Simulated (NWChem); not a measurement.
# silylarsine (SiAsH₅); SMILES [SiH3][AsH2]

```xyz
7

Si    -0.0200     1.5741     0.0000
As    -0.0441    -0.8183     0.0000
H     -0.7449     2.0537    -1.2073
H     -0.7449     2.0537     1.2073
H      1.3474     2.1600     0.0000
H      1.0205    -0.9002    -1.1016
H      1.0205    -0.9002     1.1016
```
Atoms are numbered in this order, from 1.

Results from NWChem. Pople sets run with spherical d functions. The geometry was optimised at B3LYP/6-31G* (spherical d). B3LYP is NWChem's, with the RPA form of VWN correlation. GIAO values for the isolated, static molecule; σ is the absolute isotropic shielding, δ = σ(reference) − σ with the isolated reference molecule computed at the same levels (1H: tetramethylsilane, 29Si: tetramethylsilane).

Q: Predict the results for B3LYP/6-31G*. Quantities: δ Si1 (ppm); σ As2 (ppm); δ H3 (rotor mean) (ppm); δ H6 (ppm).

A: The δ Si1 (ppm) comes out as -46.0. The σ As2 (ppm) comes out as 2017.9 and the δ H3 (rotor mean) (ppm) comes out as 4.07. The δ H6 (ppm) is 2.24.
